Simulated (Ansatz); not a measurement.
One geometry of the cluster Se2S⁺, several levels of theory.

```yaml
crystal:
  periodic: [false, false, false]
  atoms:
    - {symbol: S, position_ang: [-0.288950, -1.113738, -0.539971]}
    - {symbol: Se, position_ang: [-0.905027, 0.876374, -0.013706]}
    - {symbol: Se, position_ang: [1.193977, 0.237363, 0.553677]}
basis:
  gaussian: {orbitals: 6-31G}
total_charge: 1
magnetization: {spin_polarized: true, initial_magnetization: 1}
hamiltonian: {xc: {name: B3LYP}, dispersion: d4}
scf: {omitted_lower_state_checks: [starts]}
output: {orbitals: {seedname: orbitals}}
```

The file start.molden holds the orbitals of an earlier run on this structure, at another level or in another basis.

```sh
$ ansatz run in.yaml --threads 4 --pin off --events-out ev --progress --plain --max-ram 3916MiB
```

It prints (some lines left out):

```
Functional definition: B3LYP
654 factors; integrals over basis functions are off by at most 5.8e-4 eV
mean field evaluation 1: about -141503.9672 eV, gradient 1.4e1 eV
mean field evaluation 2: about -141492.4720 eV, gradient 3.9e1 eV
mean field evaluation 4: about -141505.5184 eV, gradient 1.9e0 eV
mean field evaluation 8: about -141505.5602 eV, gradient 2.2e-1 eV
mean field evaluation 16: about -141505.5614 eV, gradient 1.5e-3 eV
mean field -141505.56137391 eV, -5200.2334645769 hartree, gradient 1.8e-5 eV, S^2 0.751465; 0 other end points of the search recorded, 0 dependent functions left out
reference -141505.56157861 eV, -5200.2334720995 hartree; 42, 41 occupied and 29, 30 virtual orbitals, 654 factors
Total energy: -141505.76759762 eV, -5200.2410431582 hartree
Checks for a lower state left out: starts
```

It took 1.4 s on 4 threads of Arm Neoverse V1 on a shared host.

As the first input, with `gaussian: {orbitals: STO-3G}`, `hamiltonian: {xc: hf}` (abridged; 0.4 s):

```
Functional definition: HF
mean field evaluation 16: about -139868.1536 eV, gradient 1.3e-5 eV
mean field -139868.15361142 eV, -5140.0598391801 hartree, gradient 1.3e-5 eV, S^2 0.773363
Total energy: -139868.15361142 eV, -5140.0598391801 hartree
Checks for a lower state left out: starts
```

The first input with `gaussian: {orbitals: def2-SVP, initial_orbitals: start.molden}`, `hamiltonian: {xc: pbe, dispersion: d4}` (abridged; 1.1 s):

```
Functional definition: PBE
mean field -141482.64398934 eV, -5199.3912662278 hartree, gradient 2.5e-5 eV, S^2 0.751343
Total energy: -141482.76621610 eV, -5199.3957579785 hartree
Checks for a lower state left out: starts
```

As the first input, with `hamiltonian: {xc: hf}` (abridged; 0.9 s):

```
Functional definition: HF
mean field evaluation 16: about -141392.1443 eV, gradient 1.6e-5 eV
mean field -141392.14426070 eV, -5196.0654625433 hartree, gradient 1.6e-5 eV, S^2 0.788295
Total energy: -141392.14426070 eV, -5196.0654625433 hartree
Checks for a lower state left out: starts
```

First input, but with `gaussian: {orbitals: def2-TZVP, initial_orbitals: start.molden}`, `hamiltonian: {xc: pbe}`, `correlation: {method: rpa}` and without the key `output` (abridged; 3.1 s):

```
Functional definition: PBE
mean field -141502.75817701 eV, -5200.1304489907 hartree, gradient 1.6e-6 eV, S^2 0.752143
23 core orbitals not correlated: weight in the atoms' cores, before any rotation towards them, 1.000 or more for the frozen orbitals, at most 0.000 for the correlated occupied ones
Total energy: -141442.40805094 eV, -5197.9126227644 hartree
Checks for a lower state left out: starts
```

The first input with `gaussian: {orbitals: def2-SVP, initial_orbitals: start.molden}`, `hamiltonian: {xc: pbe0, dispersion: d4}` (abridged; 1.9 s):

```
Functional definition: PBE0
mean field -141487.16436668 eV, -5199.5573870311 hartree, gradient 1.8e-5 eV, S^2 0.753157
Total energy: -141487.26643365 eV, -5199.5611379229 hartree
Checks for a lower state left out: starts
```

First input, but with `gaussian: {orbitals: def2-TZVP, initial_orbitals: start.molden}`, `hamiltonian: {xc: r2scan, dispersion: d4}` (abridged; 6 s):

```
Functional definition: r2SCAN
mean field -141525.19246390 eV, -5200.9548938275 hartree, gradient 1.5e-5 eV, S^2 0.754524
Total energy: -141525.21482808 eV, -5200.9557156959 hartree
Checks for a lower state left out: starts
```

Geometry: PBE0-D4/def2-TZVP.

The 6-31G sets use Cartesian d functions. B3LYP takes the VWN-RPA correlation. Correlated methods freeze 23 core orbitals; core or outer-core shells of Se are correlated, in sets that lack core-valence functions. The structure comes from a short search, and lower isomers may exist.
